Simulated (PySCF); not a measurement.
## Trend along group 7: MH molecules

PBE0 with triple-zeta basis sets in PySCF, for the lowest determinant that a PBE0 search found; no spin–orbit coupling. De refers to high-spin ground-configuration atoms. A positive dipole means M(−)H(+).

| M | basis | state (unpaired electrons) | Re (Å) | ωe (cm⁻¹) | De (eV) | μ (D) |
| --- | --- | --- | --- | --- | --- | --- |
| Mn | def2-TZVPP | septet (σ ↑↑, π ↑↑, δ ↑↑) | 1.727 | 1546 | 1.86 | -1.18 |
| Tc | def2-TZVPP | quintet (σ ↑, π ↑, δ ↑↑) | 1.641 | 1882 | n/a | -2.43 |
| Re | def2-TZVPP | quintet (π ↑↑, δ ↑↑) | 1.632 | 2119 | 2.21 | -1.33 |

The shortest bond is that of ReH (1.632 Å), the longest that of MnH (1.727 Å).

The state changes along the series, so neighbouring rows are not always alike in their bonding.

De is left out where the level can put another filling of the metal’s s and d shells below the measured ground configuration, by anything from nothing to about 1 eV. The metal atom is held in its measured ground configuration; semilocal functionals can put another filling of s and d lower by some tenths of an eV, and De to that atom would be smaller. Spin–orbit coupling is left out, which matters for elements this heavy, above all for dissociation energies. With d or f electrons several states lie close, and the lowest PBE0 determinant need not be the measured ground state.
